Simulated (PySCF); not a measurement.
## Correlation energy of Ba (barium, neutral)

[Xe] 6s1 7s1, high-spin 3S determinant (an excited configuration). All numbers are calculated (PySCF 2.14, scalar relativity by spin-free X2C-1e, in x2c-TZVPPall with one added diffuse shell each of s, p, d type (12s8p7d2f1g, 94 functions)). Frozen: [Kr] 4d10; 10 electrons correlated.

| level | correlation energy (mhartree) |
| --- | --- |
| CCSD | -189.15 |
| (T) | -5.54 |
| CCSD(T) | -194.69 |

Diagnostics: T1 = 0.018, D1 = 0.0793, largest double amplitude 0.059.

The outer electron is Rydberg-like, and this basis confines it to a smaller radius and binds it less than a complete one would.

Cost of the coupled-cluster step: of the order of 40 core-seconds, for 10 correlated electrons.

Iterations:

```
CC2 = 0
CCSD nocc = (np.int64(6), np.int64(4)), nmo = (71, 71)
frozen orbitals [[0, 1, 2, 3, 4, 5, 6, 7, 8, 9, 10, 11, 12, 13, 14, 15, 16, 17, 18, 19, 20, 21, 22], [0, 1, 2, 3, 4, 5, 6, 7, 8, 9, 10, 11, 12, 13, 14, 15, 16, 17, 18, 19, 20, 21, 22]]
max_cycle = 100
direct = 0
conv_tol = 1e-08
conv_tol_normt = 1e-06
diis_space = 8
diis_start_cycle = 0
Init t2, MP2 energy = -0.170184792308811
Init E_corr(UCCSD) = -0.170184792309667
cycle = 1  E_corr(UCCSD) = -0.183982306172757  dE = -0.0137975139  norm(t1,t2) = 0.0586085
cycle = 2  E_corr(UCCSD) = -0.187643511916739  dE = -0.00366120574  norm(t1,t2) = 0.0253532
cycle = 3  E_corr(UCCSD) = -0.189579687065444  dE = -0.00193617515  norm(t1,t2) = 0.0142171
cycle = 4  E_corr(UCCSD) = -0.189153687839018  dE = 0.000425999226  norm(t1,t2) = 0.00268819
cycle = 5  E_corr(UCCSD) = -0.189136488128033  dE = 1.7199711e-05  norm(t1,t2) = 0.000615603
cycle = 6  E_corr(UCCSD) = -0.189155980530882  dE = -1.94924028e-05  norm(t1,t2) = 0.00023451
cycle = 7  E_corr(UCCSD) = -0.189154143365216  dE = 1.83716567e-06  norm(t1,t2) = 0.00010795
cycle = 8  E_corr(UCCSD) = -0.189153873529121  dE = 2.69836095e-07  norm(t1,t2) = 3.51011e-05
cycle = 9  E_corr(UCCSD) = -0.189153851130596  dE = 2.23985249e-08  norm(t1,t2) = 1.38565e-05
cycle = 10  E_corr(UCCSD) = -0.189153845202627  dE = 5.92796959e-09  norm(t1,t2) = 5.64995e-06
cycle = 11  E_corr(UCCSD) = -0.189153793729211  dE = 5.14734157e-08  norm(t1,t2) = 1.14482e-05
cycle = 12  E_corr(UCCSD) = -0.189153809631049  dE = -1.59018382e-08  norm(t1,t2) = 2.83102e-06
cycle = 13  E_corr(UCCSD) = -0.189153847511924  dE = -3.78808747e-08  norm(t1,t2) = 5.37813e-07
cycle = 14  E_corr(UCCSD) = -0.189153846860247  dE = 6.51676574e-10  norm(t1,t2) = 9.29526e-07
UCCSD converged
E(UCCSD) = -8131.699152719846  E_corr = -0.1891538468602473
UCCSD(T) correction = -0.00553585103768904
```

This basis was not built for core-valence correlation, so the inner-shell part is incomplete.
